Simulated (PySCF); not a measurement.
Computed Raman spectrum (relative Raman activity) of a molecule CH9NSi2. Coordinates come from a PBE0-D3(BJ)/def2-SVP optimisation. One conformer was computed; it need not be the lowest. Level of theory: PBE0-D3(BJ)/def2-SVP (PySCF). Frequencies are harmonic and unscaled.

ν (cm⁻¹): 607 (w), 686 (vw), 705 (w), 717 (w), 728 (vw), 872 (vw), 917 (w), 930 (w), 948 (vw), 960 (w), 1013 (w), 1430 (w), 1432 (vw), 2193 (s), 2205 (s), 2219 (vs), 2237 (s), 3059 (s), 3164 (s), 3632 (m) (against the strongest line: vs over 80 %, s over 45 %, m over 15 %, w over 4 %, vw less)

### Question
Pick the molecule that these values belong to.
(A) NC([SiH3])[SiH3]
(B) N[SiH2]C[SiH3]
(C) C[SiH2]N[SiH3]
(D) C[Si@@H](N)[SiH3]

### Answer
C, C[SiH2]N[SiH3]
